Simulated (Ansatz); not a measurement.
This Ansatz (an electronic-structure program) input (r2SCAN/pcseg-3) gives -99.73283 Eh with 60 basis functions. A basis named .json is the Basis Set Exchange file of that set (core-valence sets with the plain set on hydrogen).

Ansatz 0.2 input:
```yaml
crystal:
  periodic: [false, false, false]
  atoms:
    - {symbol: F, position_ang: [0.00000000, 0.00000000, 0.00000000]}
basis:
  gaussian:
    orbitals: pcseg-3.json
hamiltonian:
  xc: {name: r2SCAN}
magnetization: {spin_polarized: true, initial_magnetization: 1}
scf: {lower_state_search: full}
```

Change:
```diff
- orbitals: pcseg-3.json
+ orbitals: pcseg-0.json
```

Problem. What does the run give now?

Solution. -99.39436 Eh (r2SCAN/pcseg-0, 9 functions), a change of +338.47 mEh.
